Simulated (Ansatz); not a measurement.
CH5NSeSi (`N[SiH2]C=[Se]`). The species carries charge 0 and has multiplicity 1. All single points use the PBE0-D4/def2-TZVP geometry. It is one conformer, not always the lowest.

```xyz
9

N     0.926   -1.104   -0.357
Si    0.496    0.363    0.388
C    -1.338    0.627    0.105
Se   -2.334   -0.385   -0.926
H     1.875   -1.394   -0.511
H     0.275   -1.510   -1.014
H     0.738    0.354    1.858
H     1.183    1.580   -0.142
H    -1.823    1.470    0.600
```

Q: What is the dipole moment at PBE/def2-TZVPP? (Estimate.)

A: Computed: 1.17 D, with components (1.16, 0.12, -0.07) D in this frame, pointing from negative to positive charge.

Q: And with r2SCAN, B3LYP, ωB97M-V? (Estimate.)

A: Computed: r2SCAN 1.31 D, B3LYP 1.22 D, ωB97M-V 1.18 D.

Q: Give the Mulliken charges with PBE, r2SCAN, ωB97M-V in def2-TZVPP. (An estimate is asked.)

A: Ansatz gave: 
```json
{"atom": "N1", "PBE": "-0.38", "r2SCAN": "-0.45", "ωB97M-V": "-0.37"}
{"atom": "Si2", "PBE": "0.38", "r2SCAN": "0.50", "ωB97M-V": "0.40"}
{"atom": "C3", "PBE": "-0.17", "r2SCAN": "-0.19", "ωB97M-V": "-0.26"}
{"atom": "Se4", "PBE": "-0.08", "r2SCAN": "-0.09", "ωB97M-V": "-0.05"}
{"atom": "H5", "PBE": "0.15", "r2SCAN": "0.15", "ωB97M-V": "0.11"}
{"atom": "H6", "PBE": "0.15", "r2SCAN": "0.16", "ωB97M-V": "0.13"}
{"atom": "H7", "PBE": "-0.07", "r2SCAN": "-0.09", "ωB97M-V": "-0.05"}
{"atom": "H8", "PBE": "-0.08", "r2SCAN": "-0.10", "ωB97M-V": "-0.06"}
{"atom": "H9", "PBE": "0.12", "r2SCAN": "0.10", "ωB97M-V": "0.14"}
```

B3LYP here is the variant with VWN-RPA as its local correlation; programs differ in this.
